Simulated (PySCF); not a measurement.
A calculated (TPSS, PySCF 2.14, aug-cc-pVTZ-DK, the spin-free X2C one-electron Hamiltonian (Gaussian nucleus)) atom or ion has these occupied shells.

| shell | electrons | orbital energy (eV) | rms radius, mean of both spins (bohr) |
| --- | --- | --- | --- |
| 1s | 2 | -133.91 | 0.484 |

(1) Name the element and its charge.

Answers

(1) Be²⁺ (beryllium, charge +2), in 1s2, closed-shell 1S.
